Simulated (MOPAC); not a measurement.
Input file for MOPAC: PM7 on HITe (SMILES [TeH]I), a point of a bond scan (R = 3.271 Å).

```
PM7 1SCF PRECISE CHARGE=0 THREADS=1
HITe

Te     0.44277999 1     0.90828797 1     0.91299334 1
H      0.69536625 1     2.07817325 1    -0.24428522 1
I     -0.62561092 1    -1.29809112 1    -1.25198814 1
```

The log:

```
*******************************************************************************
 **                                                                           **
 **                              MOPAC v23.2.5                                **
 **                                                                           **
 *******************************************************************************
 ** MOPAC's Digital Object Identifier: https://doi.org/10.5281/zenodo.6511958 **
 **                                                                           **
 ** Please cite the open-source release paper for use of this MOPAC version:  **
 ** J. E. Moussa and J. J. P. Stewart (2026)                                  **
 ** MOPAC: An open-source semiempirical molecular orbital program             **
 ** J. Open Source Softw., 11(119), 8025, https://doi.org/10.21105/joss.08025 **
 *******************************************************************************

                              PM7 CALCULATION RESULTS

 *******************************************************************************
 *  PM7        - The PM7 Hamiltonian to be used
 *
 *
 *
 *                 CHARGE ON SYSTEM = 0
 *
 *
 *
 *  PRECISE    - TIGHTER CRITERIA TO BE USED
 *  1SCF       - DO 1 SCF AND THEN STOP
 *  THREADS=1  - MULTI-THREADING NOT USED
 *  T=         - A TIME OF 172800.0 SECONDS REQUESTED
 *  DUMP=N     - RESTART FILE WRITTEN EVERY 7200.0 SECONDS REQUESTED
 *******************************************************************************
PM7 1SCF PRECISE CHARGE=0 THREADS=1
 HITe

   ATOM   CHEMICAL          X               Y               Z
  NUMBER   SYMBOL      (ANGSTROMS)     (ANGSTROMS)     (ANGSTROMS)

     1      Te          0.44277999  *   0.90828797  *   0.91299334  *
     2       H          0.69536625  *   2.07817325  *  -0.24428522  *
     3       I         -0.62561092  *  -1.29809112  *  -1.25198814  *



          CARTESIAN COORDINATES

    NO.       ATOM           X           Y           Z

     1        Te          0.4428      0.9083      0.9130
     2         H          0.6954      2.0782     -0.2443
     3         I         -0.6256     -1.2981     -1.2520

 General Reference for PM7:
 "Optimization of Parameters for Semiempirical Methods VI: More Modifications to the
 NDDO Approximations and Re-optimization of Parameters", J. J. P. Stewart, J. Mol. Mod., 1:32, 19 (2013)
 https://link.springer.com/article/10.1007/s00894-012-1667-x

           Empirical Formula: H Te I  =     3 atoms



      MOLECULAR POINT GROUP   :   Cs


      RHF CALCULATION, NO. OF DOUBLY OCCUPIED LEVELS = 7


 -------------------------------------------------------------------------------
 PM7 1SCF PRECISE CHARGE=0 THREADS=1
 HITe



     1SCF WAS SPECIFIED, SO BFGS WAS NOT USED
     SCF FIELD WAS ACHIEVED


                              PM7 CALCULATION
                                                       MOPAC v23.2.5 Linux




          FINAL HEAT OF FORMATION =         50.28305 KCAL/MOL =     210.38429 KJ/MOL


          COSMO AREA              =        118.17 SQUARE ANGSTROMS
          COSMO VOLUME            =        107.20 CUBIC ANGSTROMS

          IONIZATION POTENTIAL    =          8.801456 EV
          HOMO LUMO ENERGIES (EV) =         -8.801 -2.834
          NO. OF FILLED LEVELS    =          7
          MOLECULAR WEIGHT        =        255.5124         POINT GROUP:  Cs

          MOLECULAR DIMENSIONS (Angstroms)

            Atom       Atom       Distance
            I     3    H     2     3.76293
           Te     1    I     3     1.44410
            H     2   Te     1     0.00000


          SCF CALCULATIONS        =          1





   ATOM   CHEMICAL          X               Y               Z
  NUMBER   SYMBOL      (ANGSTROMS)     (ANGSTROMS)     (ANGSTROMS)

     1      Te          0.44277999  *   0.90828797  *   0.91299334  *
     2       H          0.69536625  *   2.07817325  *  -0.24428522  *
     3       I         -0.62561092  *  -1.29809112  *  -1.25198814  *

                             CARTESIAN COORDINATES

   1   Te        0.442779990     0.908287970     0.912993340
   2    H        0.695366250     2.078173250    -0.244285220
   3    I       -0.625610920    -1.298091120    -1.251988140


           Empirical Formula: H Te I  =     3 atoms



      MOLECULAR POINT GROUP   :   Cs


                  EIGENVALUES
 -46.74636 -20.83700 -12.56519  -9.21512  -9.08506  -8.92963  -8.80146  -2.83371
   2.83413 125.59541 125.61731 125.77424 125.99855 125.99924


              NET ATOMIC CHARGES AND DIPOLE CONTRIBUTIONS

  ATOM NO.   TYPE          CHARGE      No. of ELECS.   s-Pop       p-Pop       d-Pop
    1         Te           0.119705        5.8803     1.91786     3.96244
    2          H           0.162026        0.8380     0.83797
    3          I          -0.281731        7.2817     1.99640     5.28169     0.00364
 DIPOLE           X         Y         Z       TOTAL
 POINT-CHG.     1.642     3.896     2.029     4.690
 HYBRID         0.125     0.773    -1.074     1.329
 SUM            1.767     4.669     0.955     5.083


          ATOMIC ORBITAL ELECTRON POPULATIONS

     Atom    s        px        py        pz      x^2-y^2     xz        z^2       yz        xy
    1 Te   1.91786   1.84598   1.04346   1.07300
    2  H   0.83797
    3  I   1.99640   1.92475   1.68732   1.66962   0.00036   0.00052   0.00018   0.00204   0.00053

 **********************
 *                    *
 * JOB ENDED NORMALLY *
 *                    *
 **********************




 == MOPAC DONE ==
```

The run finished.

Cost: around 0.05 core-seconds (rough).
